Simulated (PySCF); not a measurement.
# NMR problem set

PySCF 2.14 calculation with GIAO PBE0/pcSseg-1 shieldings and coordinates at the GFN2-xTB level; averaged over atoms made equivalent by symmetry, fast rotation or ring inversion, a single conformation, non-relativistic, no solvent.

Scale: TMS for ¹H, ¹³C (reference shieldings calculated alike). Splittings of carbon signals by F and P are missing where no couplings were computed. Where no couplings were computed, multiplicities follow the n + 1 count of equivalent neighbours, and m marks all less simple cases (inequivalent or close neighbours, rings, F or P nearby). Shifts are as computed. Against solution values, carbons near 30 ppm lie about +3 ppm off and those near 130 ppm about +5 ppm (rms about the fit 2.1 ppm; single classes can miss by 10 ppm). Of 1328 compounds with measured shifts, 309 miss one by over three times the rms of a fit or turn the order of signals round; such compounds aren't used in these exercises. Signals without a measured value on file couldn't be tested in this way; 1H shifts scatter by 0.2 ppm about their fit, and single ones miss by 0.5 ppm.

Problem. C5H6O3Si. ¹H NMR (600 MHz, computed): δ 6.40 (s, 1H), 5.31 (s, 3H), 2.78 (s, 2H). ¹³C{¹H} NMR (computed): δ 210.7 (C), 198.9 (C), 175.0 (C), 129.3 (CH), 43.3 (CH2). Identify the compound.

Solution. `O=C1C=C(O[SiH3])C(=O)C1`. The formula gives 4 degrees of unsaturation (1 ring in the answer). 5 carbon signals for 5 carbons: no two carbons are equivalent. Carbon types of the structure: 3 × C, 1 × CH, 1 × CH2, leaving 3 H on heteroatoms. δC 210.7, 198.9: ketone carbonyl carbon; the double bond to the heteroatom, with no lone-pair donor beside it, deshields it most. δC 175.0: alkene carbon bearing oxygen; an sp2 carbon further deshielded by the attached heteroatom. δC 129.3: β carbon of a C=C–C=O unit; conjugation with the carbonyl draws π density from the β position. δC 43.3: sp3 CH2 α to a carbonyl; α to the electron-withdrawing carbonyl group.

The shifts were computed for this structure.

Problem. C5H3F3. ¹H NMR (600 MHz, computed): δ 8.54 (d, 1H), 8.15 (d, 1H), 4.73 (m, 1H). ¹³C{¹H} NMR (computed): δ 145.3 (CH), 139.8 (CH), 135.7 (C), 125.4 (C), 77.5 (CH). What is it?

Solution. SMILES C1=CC1=CC(F)(F)F. The formula gives 3 degrees of unsaturation (1 ring in the answer). 5 carbon signals for 5 carbons: no two carbons are equivalent. Carbon types of the structure: 2 × C, 3 × CH, which accounts for all hydrogens. δC 145.3, 139.8, 77.5: alkene CH. δC 135.7: CF3 carbon; 3 electronegative neighbours deshield it. δC 125.4: fully substituted alkene carbon; an sp2 carbon of a C=C bond. δH 8.54, 8.15, 4.73: hydrogen on an alkene CH.

The shifts were computed for this structure.
